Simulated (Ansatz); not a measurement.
Geometry optimisation, Ansatz 0.2.0, RKS BHLYP-D4/def2-SVP.

The input (input.yaml):

```yaml
crystal:
  periodic: [false, false, false]
  atoms:
    - { symbol: Si, position_ang: [0.259986, 0.00623, -0.067074] }
    - { symbol: Cl, position_ang: [0.368976, -0.097539, 2.023511] }
    - { symbol: O, position_ang: [1.744449, -0.065269, -0.700111] }
    - { symbol: H, position_ang: [2.29727, -0.826605, -0.547256] }
    - { symbol: F, position_ang: [-0.336033, 1.383032, -0.548343] }
    - { symbol: F, position_ang: [-0.576108, -1.247046, -0.580421] }
    - { symbol: O, position_ang: [-2.474892, 0.104814, 0.834476] }
    - { symbol: H, position_ang: [-2.768161, -0.731217, 0.474399] }
    - { symbol: H, position_ang: [-2.186887, -0.1082, 1.742618] }
basis:
  gaussian: { orbitals: def2-SVP }
hamiltonian:
  xc: { name: BHLYP }
  dispersion: d4
relax:
  f_tol: 0.03
  max_steps: 50
output:
  orbitals: {}
```

Command:

```bash
$ ansatz run input.yaml --threads 2 --pin off --max-ram 3072MiB --backend cpu --events-out ev --progress --plain --runs-dir out
```

**Question.** Where does it end, and by what steps?

**Answer.** The run converged. After 8 steps the energy has fallen by 0.061 eV; H9 moved furthest, 0.30 Å.

```
step  energy less start (eV)  largest force component (eV/Å)  accepted
   0                  0.0000                           1.009       yes
   1                 -0.0390                           1.166       yes
   2                 -0.0503                           0.858       yes
   3                 -0.0561                           0.507       yes
   4                 -0.0586                           0.322       yes
   5                 -0.0602                           0.122       yes
   6                 -0.0604                           0.163       yes
   7                 -0.0607                           0.050       yes
   8                 -0.0610                           0.016       yes
```

```xyz
9
Properties=species:S:1:pos:R:3
Si 0.301 0.007 -0.043
Cl 0.490 -0.081 1.979
O 1.755 -0.086 -0.745
H 2.329 -0.830 -0.590
F -0.316 1.375 -0.532
F -0.579 -1.235 -0.525
O -2.487 0.105 0.870
H -2.681 -0.716 0.420
H -2.483 -0.120 1.798
```

Whether the end is a true minimum wasn't checked by a vibrational analysis.

The run took 23 s on 2 threads of Arm Neoverse V2, on a shared host, peak memory 0.25 GiB.
